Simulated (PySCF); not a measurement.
CH5F2NSi. Atoms are numbered in the order given.

```xyz
10

N     -1.9582    -0.5815     0.5114
Si    -0.8052     0.6540     0.1545
C      0.9123    -0.1903     0.1623
F      0.8899    -1.2034    -0.7668
F      1.8847     0.6971    -0.2048
H     -2.8467    -0.3562     0.9444
H     -2.0384    -1.3912    -0.0953
H     -0.9185     1.3180    -1.1785
H     -0.8712     1.6818     1.2294
H      1.2107    -0.6392     1.1281
```

Coordinates come from a ωB97X-D3(BJ)/def2-SVP optimisation. The structure was generated by enumeration, and PubChem lists no compound with its InChIKey, so it may never have been made. The values are those of a single conformer.

All values below come from PBE/pcSseg-1 in PySCF.

GIAO shieldings, no solvent; atoms listed in one row are averaged. δ = σ(ref) − σ: ¹⁵N against NH3 (σ = 267.0 ppm); ²⁹Si against TMS (σ = 335.4 ppm); ¹³C against TMS (σ = 182.0 ppm); ¹⁹F against CFCl3 (σ = 133.6 ppm); ¹H against TMS (σ = 31.49 ppm), references at their B3LYP-D3(BJ)/def2-TZVP geometries, non-relativistic.

| nucleus | atoms | count | δ (ppm) |
|---|---|---|---|
| ¹⁵N | N1 | 1 | 6.2 |
| ²⁹Si | Si2 | 1 | -43.3 |
| ¹³C | C3 | 1 | 132.7 |
| ¹⁹F | F5 | 1 | -171.8 |
| ¹⁹F | F4 | 1 | -173.8 |
| ¹H | H10 | 1 | 6.67 |
| ¹H | H8 | 1 | 5.18 |
| ¹H | H9 | 1 | 4.92 |
| ¹H | H6 | 1 | 0.45 |
| ¹H | H7 | 1 | 0.32 |
